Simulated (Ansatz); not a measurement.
`CC(C)[TeH]` + `[F][Ti]([F])([SH])[Cl]` → `C[S][Ti]([F])([F])[Cl]` + `CC[TeH]` at 400 K and 1 bar (substitution at a C–C bond).

Gas-phase electronic energies from Ansatz, PBE0-D4/def2-TZVP geometries. CCSD(T)/CBS adds triple-zeta CCSD(T) − MP2 to the extrapolated MP2 energy (def2 sets, frozen cores). def2 core potentials past Kr. For Te, Ti outer-core shells are correlated without core-valence functions, which leaves a few kJ/mol of doubt a bond. Scalar relativity is left out up to krypton. Each species was taken in one conformer, which may not be the lowest.

```json
{"species": "`CC(C)[TeH]`", "CCSD(T)/CBS energy (Eh)": "-386.69819", "H − E (kJ/mol)": "293.2", "S (J/(mol·K))": "369.7"}
{"species": "`[F][Ti]([F])([SH])[Cl]`", "CCSD(T)/CBS energy (Eh)": "-1906.90100", "H − E (kJ/mol)": "72.9", "S (J/(mol·K))": "398.1"}
{"species": "`C[S][Ti]([F])([F])[Cl]`", "CCSD(T)/CBS energy (Eh)": "-1946.16025", "H − E (kJ/mol)": "158.4", "S (J/(mol·K))": "447.4"}
{"species": "`CC[TeH]`", "CCSD(T)/CBS energy (Eh)": "-347.43450", "H − E (kJ/mol)": "213.3", "S (J/(mol·K))": "336.4"}
```

H − E and S are ideal-gas, rigid-rotor, harmonic terms from PBE0-D4/def2-TZVP, for one conformer and one mirror image of each species. 1 Eh = 2625.50 kJ/mol, R = 8.31446 J/(mol·K).

Question: By hand: ΔE, ΔH, ΔS and ΔG.

Answer: ΔE = (-1946.16025) + (-347.43450) − (-386.69819) − (-1906.90100) = 0.00444 Eh = 11.7 kJ/mol. Δ(H − E) = 158.4 + 213.3 − 293.2 − 72.9 = 5.6, so ΔH = 17.3 kJ/mol. ΔS = 447.4 + 336.4 − 369.7 − 398.1 = 16.0 J/(mol·K). ΔG = 17.3 − 400 × (16.0)/1000 = 10.9 kJ/mol.

Question: By hand: the equilibrium constant, and the temperature at which ΔG would vanish if ΔH and ΔS stayed fixed.

Answer: log₁₀ K = −ΔG/(RT ln 10) = -1.4. ΔG = 0 at ΔH/ΔS = 1081 K, though so small a ΔS makes that figure unsure.

TΔS isn't small against ΔH here. A doubt of 5 kJ/mol in ΔE shifts log₁₀ K by 0.7 here. Other conformers and mirror images would add mixing entropy, several J/(mol·K) or more a flexible species. Modes under 60 cm⁻¹, often nearly free rotors, make the harmonic entropy too high. These are equilibria of isolated gas molecules and say nothing of rates. Largest T1 diagnostic: 0.025 (customary marks: 0.02 for closed shells, 0.045 for open ones).
